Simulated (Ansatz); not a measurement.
```yaml
crystal:
  periodic: [false, false, false]
  atoms:
    - {symbol: B, position_ang: [-1.074823, 0.178628, -0.781666]}
    - {symbol: O, position_ang: [0.060860, 0.375929, -0.975996]}
    - {symbol: Si, position_ang: [0.769451, -0.070683, 0.722796]}
    - {symbol: S, position_ang: [-1.273802, -0.678351, 1.038735]}
    - {symbol: H, position_ang: [-1.986524, 0.239981, -1.460575]}
    - {symbol: H, position_ang: [1.469142, 1.012946, 1.201655]}
    - {symbol: H, position_ang: [1.986332, -1.108975, 0.300516]}
basis:
  gaussian: {orbitals: def2-mTZVP}
hamiltonian: {xc: {name: r2SCAN0}, dispersion: d3bjatm}
relax: {f_tol: 0.0001, max_steps: 2}
output: {forces: true}
```

```sh
$ ansatz run in.yaml --threads 2 --pin off --events-out ev --progress --plain --max-ram 4352MiB
```

Shortened log:

```
Functional definition: r2SCAN0
952 factors; integrals over basis functions are off by at most 5.6e-4 eV
mean field evaluation 1: about -21479.0494 eV, gradient 5.3e1 eV
mean field evaluation 2: about -21469.9570 eV, gradient 8.6e1 eV
mean field evaluation 4: about -21483.9487 eV, gradient 4.0e0 eV
mean field evaluation 8: about -21484.0291 eV, gradient 1.6e-1 eV
mean field evaluation 16: about -21484.0292 eV, gradient 1.1e-5 eV
mean field -21484.02923453 eV, -789.5235119709 hartree, gradient 1.1e-5 eV, S^2 0.000000; 0 other end points of the search recorded, 0 dependent functions left out
reference -21484.02924440 eV, -789.5235123335 hartree; 23, 23 occupied and 73, 73 virtual orbitals, 952 factors
relax step   1: F+E_penalty+E_count = -21484.08101693 eV  Δ(F+E_penalty+E_count) = +0.000e0 eV  max|allowed force component| = 1.252e1 eV/Å  Δτ_max = 0.0000 Å  (27 SCF iters, accepted)
952 factors; integrals over basis functions are off by at most 6.8e-4 eV
mean field -21485.42965008 eV, -789.5749762932 hartree, gradient 9.0e-6 eV, S^2 0.000000; 0 other end points of the search recorded, 0 dependent functions left out
reference -21485.42965987 eV, -789.5749766531 hartree; 23, 23 occupied and 73, 73 virtual orbitals, 952 factors
relax step   2: F+E_penalty+E_count = -21485.48152613 eV  Δ(F+E_penalty+E_count) = -1.401e0 eV  max|allowed force component| = 2.134e0 eV/Å  Δτ_max = 0.1965 Å  (36 SCF iters, accepted)
Error: geometry relaxation did not converge after 2 steps: max|allowed force component| = 2.13e0 eV/Å (threshold 1.0e-4). Raise `relax.max_steps` over both its present limit and 2, loosen `relax.f_tol`, or start from a geometry closer to equilibrium. Where this run's directory can be resumed (`checkpoint.write`), a resume goes on for up to `relax.max_steps` more
```

Question: Something in this input is off. What?

Answer: The relaxation is allowed too few steps for its threshold. The run did not converge.
